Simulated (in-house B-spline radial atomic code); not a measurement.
Ionising Ge⁶⁺ with different functionals

Computed with a radial B-spline atomic code at the basis-set limit: non-relativistic Hamiltonian, point nucleus, spin-polarised at highest spin, spherical fractional occupations for the functionals, and exact exchange of hybrids averaged over the configuration. The ionisation energy is the difference of two self-consistent energies, [Ar] 3d8 → [Ar] 3d7, without Breit or QED terms; ε is the level of the shell that loses the electron (its least bound occupied spin orbital). There is no spin-orbit coupling in this Hamiltonian.

```
   method                    rung  ΔSCF (eV)  -ε(3d) (eV)
     PBE0           global hybrid     146.39       136.23
    B3LYP           global hybrid     146.57       135.51
    TPSSh           global hybrid     146.34       133.51
   M06-2X           global hybrid     146.17       141.18
BHandHLYP           global hybrid     146.08       140.41
  r2SCAN0           global hybrid     146.31       136.31
    B97-1           global hybrid     146.45       135.56
    HSE06  range-separated hybrid     146.33       135.75
    wB97X  range-separated hybrid     146.12       138.06
CAM-B3LYP  range-separated hybrid     146.51       137.52
  LC-wPBE  range-separated hybrid     146.57       137.75
```

Q: Among the functionals, which spreads more, the ΔSCF values or the orbital energies?

A: The orbital energies: ΔSCF values span about 0.49 eV and the orbital energies 7.67 eV; here energy differences depend much less on the functional than eigenvalues do.

Q: How do they compare with the NIST value?

A: NIST lists 145 eV ± 1.5 (tabulated theory, ground level to ground level). Errors run from +1.18 to +1.67 eV; all lie within about twice that uncertainty, so the table can't rank the methods.
